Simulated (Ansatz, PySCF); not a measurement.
Ge(H)(F)2(OMe) (CH₄F₂GeO), SMILES C[O][GeH]([F])[F]. Atoms are numbered in the order given.

```xyz
9

Ge     0.3702     0.0988     0.3979
F      0.5800     1.5199    -0.5731
F      0.7652    -1.1943    -0.6876
O     -1.3113    -0.0351     0.8569
C     -2.3503    -0.0660    -0.1148
H      1.2780     0.1095     1.6163
H     -2.2483    -0.9323    -0.7909
H     -3.3065    -0.1503     0.4225
H     -2.3668     0.8559    -0.7212
```
Charge 0, spin multiplicity 1.

The structure is a stationary point at B3LYP-D3(BJ)/def2-SVP. This is a generated structure with no PubChem entry under its InChIKey; it may be hypothetical. Other conformers were not sampled.

Two levels are set side by side: PBE-D3(BJ)/def2-SVP (Ansatz, a quantum-chemistry and plane-wave program) and B3LYP-D3(BJ)/def2-SVP (Ansatz). Each level has its own optimised geometry; the coordinates shown are those of the second. Frequencies come from the Hessian of PySCF at each geometry. Differences are taken from unrounded values.

```
quantity                            B3LYP-D3(BJ)  PBE-D3(BJ)  PBE-D3(BJ) minus B3LYP-D3(BJ)
----------------------------------  ------------  ----------  -----------------------------
mean bond length (Å)                       1.433       1.444                          0.011
bond Ge1–F2 (Å)                            1.734       1.747                          0.014
bond Ge1–F3 (Å)                            1.734       1.747                          0.014
bond Ge1–O4 (Å)                            1.748       1.765                          0.016
bond O4–C5 (Å)                             1.423       1.428                          0.005
bond Ge1–H6 (Å)                            1.519       1.532                          0.012
bond C5–H7 (Å)                             1.104       1.112                          0.008
bond C5–H8 (Å)                             1.100       1.108                          0.008
bond C5–H9 (Å)                             1.104       1.112                          0.008
highest harmonic wavenumber (cm⁻¹)          3123        3059                            -64
mean harmonic wavenumber (cm⁻¹)             1145        1111                            -35
zero-point energy (kcal/mol)               34.38       33.34                          -1.04
```

Exact exchange shortens and stiffens bonds; PBE has none. Differences between two approximate levels are no errors against the true value.
